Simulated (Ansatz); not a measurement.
Ideal-gas functions of ClGeH$_{2}$O (`[O][GeH2][Cl]`) radical at 298.15 K and 1 bar, from an Ansatz frequency run at PBE0-D4/def2-TZVP.

Molar mass 126.08 g/mol, point group Cs (symmetry number 1), electronic degeneracy 2, moments of inertia 35.363, 147.99, 176.505 u Å². Harmonic wavenumbers (cm⁻¹, unscaled): 192, 396, 432, 575, 693, 762, 817, 2178, 2191.

Use S(trans) = R[1.5 ln M + 2.5 ln T − 1.1517]; rotational temperatures θ = 24.2544 K / I; S(rot) = R[ln(√π/σ · √(T³/θAθBθC)) + 1.5]; for each mode x = 1.438777 ν̃/T, S = R[x/(eˣ − 1) − ln(1 − e⁻ˣ)] and H = RT x/(eˣ − 1); 1 cm⁻¹ = 0.0119627 kJ/mol; R = 8.31446 J/(mol·K).

**Question.** By hand: the entropy, in J/(mol·K).

**Answer.** Translation 169.2. Rotation: θ = 0.6859, 0.1639, 0.1374 K, giving 105.6. Vibration, mode by mode: 9.24, 4.09, 3.57, 2.07, 1.32, 1.01, 0.81, 0.00, 0.00, in all 22.1. Electronic 5.8. Sum 302.7 J/(mol·K).

**Question.** By hand: H − E and G − E in kJ/mol, counted from the electronic energy.

**Answer.** Zero-point energy ½ × 8236 × 0.0119627 = 49.3; thermal vibration 4.3; translation, rotation and pV give 4 RT = 9.9. H − E = 63.5 kJ/mol, and G − E = 63.5 − 298.15 × 302.7/1000 = -26.8 kJ/mol.

Vibration gives 7 % of the entropy.
